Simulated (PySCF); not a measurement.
chlorotrifluoromethane (CClF3), SMILES FC(F)(F)Cl. Geometry optimised at r2SCAN-D4/def2-SVP.

Computed equilibrium geometry at r2SCAN-D4/def2-SVP (PySCF confirms it by a frequency run) as bond lengths and angles, and its point group:
point group C3v.
Atoms: F1 C2 F3 F4 Cl5. Bond lengths (Å): F1–C2 1.325, C2–F3 1.325, C2–F4 1.325, C2–Cl5 1.771. Angles (°): F1–C2–F3 108.8, F1–C2–F4 108.8, F1–C2–Cl5 110.1, F3–C2–F4 108.8, F3–C2–Cl5 110.1, F4–C2–Cl5 110.1.
Charge 0, spin multiplicity 1.
